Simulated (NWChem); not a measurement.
iodine monochloride (ICl); SMILES ClI

Program: NWChem. Coordinates come from a PBE0/def2-SVP optimisation. def2 effective core potentials on I; no spin-orbit coupling.

Q: Estimate the computed values for Hartree-Fock/def2-TZVPD. Quantities: highest occupied level (eV); orbital gap (eV); dipole (D).

A: 
- highest occupied level (eV) = -10.62
- orbital gap (eV) = 10.25
- dipole (D) = 1.40
